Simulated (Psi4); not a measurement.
A dimer, HBr ··· CH3Cl (SMILES Br and CCl); the first 2 atoms form monomer A.

```
7

Br     0.7124     0.0000     0.0000
H     -0.7124     0.0000     0.0000
C     -2.4446    -0.1437    -2.5020
Cl    -3.0526    -0.0232    -0.8180
H     -1.9089    -1.0823    -2.6056
H     -3.2957    -0.1138    -3.1755
H     -1.7820     0.6963    -2.6871
```

What interaction energy does SAPT0/jun-cc-pVDZ, frozen core run with Psi4 give, and which attractive term is the largest?

Total -9.62 kJ/mol: electrostatics -17.00, exchange 22.32, induction -7.17, dispersion -7.78. The most attractive term is electrostatics.
